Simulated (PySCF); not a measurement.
C2H10OSi2.
Bonds: C1–O2, O2–C3, C3–Si4, Si4–Si5. Hydrogens: H6, H7, H8 on C1; H9, H10 on C3; H11, H12 on Si4; H13, H14, H15 on Si5.

The same species was optimised twice, with GFN2-xTB and with PBE0-D3(BJ)/def2-SVP (PySCF), and the same property calculations (PySCF, gas phase) were run on both structures.

```csv
coordinate,GFN2-xTB,PBE0-D3(BJ)/def2-SVP,change
Si4–Si5 (Å),2.309,2.341,+0.032
Si5–H15 (Å),1.463,1.493,+0.030
Si5–H14 (Å),1.469,1.497,+0.028
Si5–H13 (Å),1.469,1.497,+0.028
Si4–H12 (Å),1.470,1.496,+0.026
Si4–H11 (Å),1.473,1.498,+0.025
O2–C3 (Å),1.416,1.403,-0.013
C3–H9 (Å),1.098,1.110,+0.012
C3–H10 (Å),1.099,1.111,+0.012
C1–H8 (Å),1.089,1.099,+0.010
C1–H7 (Å),1.098,1.108,+0.010
C1–H6 (Å),1.098,1.108,+0.010
C3–Si4 (Å),1.909,1.902,-0.007
C1–O2 (Å),1.401,1.395,-0.006
Si5–Si4–H11 (°),117.0,111.6,-5.4
C3–Si4–H12 (°),106.7,110.8,+4.1
Si5–Si4–H12 (°),115.0,111.0,-4.0
Si4–C3–H10 (°),112.7,109.1,-3.6
Si4–Si5–H14 (°),112.5,109.1,-3.4
Si4–Si5–H15 (°),114.1,110.8,-3.3
O2–C3–Si4 (°),103.5,106.8,+3.3
H11–Si4–H12 (°),105.1,108.1,+3.0
C1–O2–C3–Si4 (°),179,178,-1
O2–C3–Si4–Si5 (°),-41,-45,-4
```

Rotational constants: A = 4466, B = 1687, C = 1303 MHz (GFN2-xTB) against A = 4537, B = 1608, C = 1265 MHz (PBE0-D3(BJ)/def2-SVP). Point groups within 0.08 Å: C1 and C1. Atoms that the bonding makes alike are paired by their places after alignment.

On the GFN2-xTB structure: lowest singlet, TDDFT (eV) 7.04 [CAM-B3LYP/def2-SVPD]; isotropic polarisability (au) 87.9 [CAM-B3LYP/def2-SVPD]; HOMO (eV) -9.15 [CAM-B3LYP/def2-SVPD]; LUMO (eV) 1.03 [CAM-B3LYP/def2-SVPD]; dipole (D) 1.66 [CAM-B3LYP/def2-SVPD]; HOMO (eV) -7.60 [PBE0/pcSseg-1]; LUMO (eV) 0.25 [PBE0/pcSseg-1]; dipole (D) 1.74 [PBE0/pcSseg-1]; GIAO shielding of C1 (ppm) 121.5 [PBE0/pcSseg-1]; GIAO shielding of O2 (ppm) 320.7 [PBE0/pcSseg-1]; GIAO shielding of C3 (ppm) 123.8 [PBE0/pcSseg-1]; GIAO shielding of Si4 (ppm) 422.7 [PBE0/pcSseg-1]; GIAO shielding of Si5 (ppm) 467.9 [PBE0/pcSseg-1].

Task: What do these properties become on the PBE0-D3(BJ)/def2-SVP structure?

Result: 
```tsv
property	level	on GFN2-xTB	on PBE0-D3(BJ)/def2-SVP	change
lowest singlet, TDDFT (eV)	CAM-B3LYP/def2-SVPD	7.04	7.09	+0.05
isotropic polarisability (au)	CAM-B3LYP/def2-SVPD	87.9	90.1	+2.2
HOMO (eV)	CAM-B3LYP/def2-SVPD	-9.15	-9.18	-0.03
LUMO (eV)	CAM-B3LYP/def2-SVPD	1.03	1.08	+0.05
dipole (D)	CAM-B3LYP/def2-SVPD	1.66	1.75	+0.09
energy, GFN2-xTB geometry as zero (kcal/mol)	CAM-B3LYP/def2-SVPD	0.0	-2.1	-2.1
HOMO (eV)	PBE0/pcSseg-1	-7.60	-7.65	-0.05
LUMO (eV)	PBE0/pcSseg-1	0.25	0.38	+0.13
dipole (D)	PBE0/pcSseg-1	1.74	1.83	+0.09
energy, GFN2-xTB geometry as zero (kcal/mol)	PBE0/pcSseg-1	0.0	-2.1	-2.1
GIAO shielding of C1 (ppm)	PBE0/pcSseg-1	121.5	120.8	-0.7
GIAO shielding of O2 (ppm)	PBE0/pcSseg-1	320.7	325.4	+4.7
GIAO shielding of C3 (ppm)	PBE0/pcSseg-1	123.8	124.5	+0.7
GIAO shielding of Si4 (ppm)	PBE0/pcSseg-1	422.7	419.0	-3.7
GIAO shielding of Si5 (ppm)	PBE0/pcSseg-1	467.9	458.8	-9.1
```

The heavy atoms differ by 0.054 Å rms after alignment (one structure mirrored). Among all bonds Si4–Si5 changes most (+0.032 Å). Changes are differences of the printed values. Neither structure is proved a minimum here.

Shape of the structure used: `[CH3:1][O:2][CH2:3][SiH2:4][SiH3:5]`: C1–O2–C3–Si4 178°, O2–C3–Si4–Si5 -45°.
